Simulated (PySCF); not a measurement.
# Correlation energy of Al (aluminium, neutral)

[Ne] 3s2 3p1, 2P determinant. Computed with PySCF 2.14 in x2c-SVPall (4s3p1d, 18 functions), with scalar relativity by spin-free X2C-1e. Frozen: [Ne]; 3 electrons correlated.

MP2 pair energies summed by pair of shells (mhartree):

| pair | energy | share (%) |
| --- | --- | --- |
| 3s-3s | -18.33 | 63.1 |
| 3s-3p | -10.72 | 36.9 |

Total MP2 correlation energy: -29.05 mhartree.

Same-spin part -1.73 and opposite-spin part -27.33 mhartree; SCS-MP2 scales them by 1/3 and 6/5 to -33.37 mhartree.

```tsv
level	correlation energy (mhartree)
CCSD	-43.52
(T)	-0.58
CCSD(T)	-44.10
```

Diagnostics: T1 = 0.013, D1 = 0.0264, largest double amplitude 0.116.

Cost of the coupled-cluster step: 0.13 s of wall time on 1 thread of Neoverse-N1 (shared host), for 3 correlated electrons.
